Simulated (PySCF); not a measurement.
## Nuclear quadrupole coupling in `[SiH3]C#C[SiH2][SiH2]O[SiH3]`

Species: C₂H₁₀OSi₄.
Structure used (GFN2-xTB), in Å, numbered top down from 1:
```xyz
17
C2H10OSi4 angstrom
Si     3.124    1.719    0.018
C      1.949    0.402   -0.529
C      1.180   -0.462   -0.890
Si    -0.072   -1.750   -1.346
Si    -1.670   -1.935    0.305
O     -2.197   -0.445    0.691
Si    -2.150    1.149    0.952
H      2.361    2.753    0.724
H      3.782    2.281   -1.166
H      4.116    1.111    0.911
H     -0.575   -1.347   -2.672
H      0.682   -3.001   -1.543
H     -1.189   -2.516    1.565
H     -2.903   -2.627   -0.089
H     -3.549    1.525    1.140
H     -1.342    1.378    2.148
H     -1.556    1.775   -0.228
```

Field gradients from the PBE0/pcSseg-1 density (PySCF, non-relativistic), principal values in atomic units, ordered |Vxx| ≤ |Vyy| ≤ |Vzz|:

```
atom      Vxx      Vyy     Vzz
  O6  -0.5218  -0.6268  1.1486
```

Q: Find the asymmetry η = (Vxx − Vyy)/Vzz and the couplings χ = eQV/h (234.96 MHz × Q in barn × V in au), with Q(17O) = −0.0256 b.

A: 
```tsv
atom	environment	nucleus	η	χzz (MHz)	χxx (MHz)	χyy (MHz)
O6	siloxane oxygen	17O	0.09	-6.91	3.14	3.77
```

Q: What is Vzz at O6 in SI units (1 au = 9.71736 × 10²¹ V/m²)?

A: 1.1486 au = 11.161 × 10²¹ V/m².

Were the hydrogens deuterons (Q(2H) = 0.00286 b), χzz would run from 104 kHz (H11 and H12) to 108 kHz (H15 and H16).

Isolated species at its GFN2-xTB geometry (one conformer only). GFN2-xTB frequencies show an imaginary mode (25i cm⁻¹), so this geometry is no minimum at that level. GFN2-xTB bond lengths can be off by several hundredths of an ångström, more for odd bonds, and the gradients follow them. The basis is small and wasn't made for field gradients, so the couplings can be 20 % off.
